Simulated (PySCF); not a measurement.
Delta-SCF ions had no search for a lower state. Excitations are Tamm–Dancoff values on a coarser integration grid. The basis has no diffuse functions, so Rydberg states are missing or too high.

## C₈H₁₃BO, SMILES `B[C@@]12CC[C@@H](C1)[C@@H](C=O)C2` (charge 0, multiplicity 1)

Calculation: PBE-D3(BJ)/def2-TZVP // PBE0-D4/def2-SVP in PySCF.

```
Item                                                      Value
--------------------------------------  -----------------------
HOMO                                                   -5.92 eV
dipole moment                                            3.01 D
HOMO–LUMO gap                                           3.63 eV
LUMO                                                   -2.29 eV
S1 excitation (TDA)                                     3.66 eV
S1 oscillator strength                                    0.010
T1 excitation (TDA)                                     3.56 eV
S1–T1 gap (TDA)                                         0.10 eV
vertical ionisation energy (Delta-SCF)                  8.87 eV
total energy                                       -412.3338 Ha
cost                                    roughly 13 core-minutes
```

```xyz
23

B     -1.6264     1.9532     0.2959
C     -0.8909     0.6034     0.0873
C     -1.5422    -0.7214     0.5315
C     -0.6045    -1.8071    -0.0573
C      0.4922    -0.9872    -0.7509
C     -0.2946     0.2180    -1.2774
C      1.3542    -0.3177     0.3442
C      2.6209     0.2408    -0.2521
O      2.8918     1.4075    -0.3506
C      0.4187     0.7631     0.9298
H     -1.3836     2.8996    -0.4195
H     -2.3804     2.1088     1.2319
H     -1.6369    -0.7787     1.6265
H     -2.5592    -0.8144     0.1204
H     -1.1320    -2.4331    -0.7934
H     -0.1920    -2.4855     0.7053
H      1.0764    -1.5588    -1.4885
H      0.3385     1.0086    -1.7089
H     -1.0611    -0.0629    -2.0172
H      1.6635    -1.0705     1.0910
H      3.3261    -0.5412    -0.6399
H      0.8907     1.7500     0.7879
H      0.2307     0.6253     2.0039
```
Charge 0, spin multiplicity 1.
